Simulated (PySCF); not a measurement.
A database entry of computed molecular properties.

```json
{
 "formula": "C3H10Si3",
 "smiles": "CC#C[SiH2][SiH2][SiH3]",
 "charge": 0,
 "multiplicity": 1,
 "geometry_level": "GFN2-xTB",
 "atoms_angstrom": [
  ["C", 3.099, 1.527, -0.122],
  ["C", 2.161, 0.435, -0.264],
  ["C", 1.383, -0.477, -0.384],
  ["Si", 0.129, -1.825, -0.505],
  ["Si", -1.732, -1.198, 0.733],
  ["Si", -2.73, 0.789, 0.108],
  ["H", 2.564, 2.45, 0.103],
  ["H", 3.796, 1.316, 0.689],
  ["H", 3.662, 1.663, -1.045],
  ["H", 0.801, -3.056, -0.063],
  ["H", -0.171, -1.993, -1.937],
  ["H", -2.72, -2.292, 0.689],
  ["H", -1.369, -1.144, 2.161],
  ["H", -1.802, 1.916, 0.235],
  ["H", -3.157, 0.752, -1.294],
  ["H", -3.921, 1.146, 0.884]
 ],
 "electronic_structure_code": "PySCF",
 "results": {
  "GFN2-xTB geometry": {
   "point_group": "C1",
   "rotational_constants_GHz": [2.218, 0.856, 0.665]
  },
  "wB97X-D/def2-SVPD ground state and vertical TDDFT (core frozen in the response)": {
   "dipole_D": 1.32,
   "homo_eV": -9.28,
   "lumo_eV": 1.24,
   "S1_eV": 5.99,
   "strongest_line_of_8_singlets_eV": 7.25,
   "T1_tda_eV": 5.11,
   "polarisability_au": 123.8,
   "r2_bohr2_about_centre_of_nuclear_charge": 1762.5,
   "singlets_eV_and_f": [
    [5.99, 0.006],
    [6.22, 0.008],
    [6.24, 0.01],
    [6.69, 0.072],
    [7.01, 0.025],
    [7.03, 0.057],
    [7.25, 0.127],
    [7.46, 0.11]
   ],
   "triplets_tda_eV": [5.11, 5.54, 5.56]
  }
 }
}
```

The principal polarisabilities are 98.9, 126.9 and 145.7 au; their mean is the isotropic value.

One conformer (not necessarily the lowest) at the GFN2-xTB geometry, without solvent, vibrations or thermal averaging.

For the TDDFT job (wB97X-D/def2-SVPD), time: 38 s of wall time. Hardware: Arm Neoverse V1, one thread, shared host.

The values belong to the conformer `[CH3:1][C:2]#[C:3][SiH2:4][SiH2:5][SiH3:6]`: C3–Si4–Si5–Si6 58°.
